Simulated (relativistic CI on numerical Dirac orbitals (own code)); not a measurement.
## Ir2+ (5d7) in a crystal field

Calculated by Dirac-Coulomb-Breit CI, orbitals from a KLI potential per configuration, model QED (radiative potential, 1s self-energy scaled to tabulated hydrogen-like ionisation energies), valence Slater integrals scaled by 0.75, one configuration in a parametric crystal field (own radial code).

Field parameters in Wybourne normalisation: D4h B²₀ = −7Ds, B⁴₀ = 21(Dq − Dt), B⁴₄ = 21√(5/14) Dq; Td as Oh with Dq negative (B⁴₀ = 21Dq, B⁴₄ = √(5/14) B⁴₀). The field is a parameter set, without covalency.

S and J are read from ⟨S²⟩ = S(S + 1) and ⟨J²⟩ = J(J + 1) of each level; they are not fictitious spins.

D4h, 10Dq = 40550, Ds = 1670, Dt = -780 cm⁻¹, the lowest 16 levels:

| E (cm⁻¹) | Degeneracy | Irrep | S | J |
| --- | --- | --- | --- | --- |
| 0.0 | 2 | Γ6 | 0.53 | 3.93 |
| 2785 | 2 | Γ7 | 0.53 | 3.94 |
| 28395 | 2 | Γ6 | 1.48 | 3.82 |
| 28612 | 2 | Γ7 | 1.48 | 3.53 |
| 34741 | 2 | Γ6 | 1.30 | 4.01 |
| 37738 | 2 | Γ6 | 1.47 | 3.42 |
| 38847 | 2 | Γ7 | 1.47 | 3.16 |
| 40115 | 2 | Γ6 | 0.77 | 4.33 |
| 40284 | 2 | Γ7 | 1.48 | 3.07 |
| 40719 | 2 | Γ7 | 0.55 | 3.69 |
| 43055 | 2 | Γ6 | 0.60 | 3.27 |
| 45828 | 2 | Γ7 | 0.53 | 3.97 |
| 48051 | 2 | Γ6 | 0.54 | 3.56 |
| 48704 | 2 | Γ7 | 0.55 | 4.32 |
| 49141 | 2 | Γ6 | 0.53 | 4.74 |
| 52782 | 2 | Γ7 | 0.53 | 3.01 |

Principal g values of the ground doublet: 2.00, 2.43, 2.43.

Td, 10Dq = -13900 cm⁻¹, the lowest 16 levels:

```tsv
E (cm⁻¹)	Degeneracy	Irrep	S	J
0.0	4	Γ8	1.45	3.98
7986	4	Γ8	1.01	4.27
9829	2	Γ6	0.92	4.19
11821	4	Γ8	0.85	3.18
15197	2	Γ7	0.98	3.27
16190	4	Γ8	1.18	3.33
16612	2	Γ6	1.31	3.77
17269	2	Γ7	1.43	3.38
17497	4	Γ8	1.21	4.11
18846	4	Γ8	1.10	3.53
20333	2	Γ6	1.29	3.89
23464	4	Γ8	1.36	2.86
24624	4	Γ8	1.10	3.22
24868	2	Γ7	1.16	3.74
26599	4	Γ8	0.78	3.65
27027	4	Γ8	0.65	4.69
```

D4h, 10Dq = 9700, Ds = -410, Dt = 910 cm⁻¹, the lowest 16 levels:

```csv
E (cm⁻¹),Degeneracy,Irrep,S,J
0.0,2,Γ6,1.40,4.35
136,2,Γ7,1.42,4.40
888,2,Γ6,1.41,4.31
3412,2,Γ6,1.25,4.33
3429,2,Γ7,1.32,4.25
6837,2,Γ6,1.34,3.04
7059,2,Γ7,1.30,2.68
8926,2,Γ7,1.38,3.05
10270,2,Γ7,1.30,3.38
11238,2,Γ6,1.33,3.68
11502,2,Γ6,1.10,3.06
11651,2,Γ7,1.09,2.91
11846,2,Γ7,1.17,2.67
12582,2,Γ6,1.08,3.21
14414,2,Γ6,1.10,3.63
14502,2,Γ7,0.96,4.32
```

Principal g values of the ground doublet: 0.51, 4.65, 4.65.

The free-ion ground term has S = 3/2. The field overcomes the spin-pairing energy for D4h, 10Dq = 40550, Ds = 1670, Dt = -780 cm⁻¹, where the ground state has lower spin; these fields are assumed values.

Levels of this model without a field, named by their leading LS term (the scale mimics covalency, so terms lie below those of the real free ion): 4F_9/2 0, 4F_7/2 6855, 4F_5/2 8377, 2P_3/2 8381, 4F_3/2 12457, 4P_5/2 13886, 2G_9/2 14137, 4P_1/2 16561 cm⁻¹.
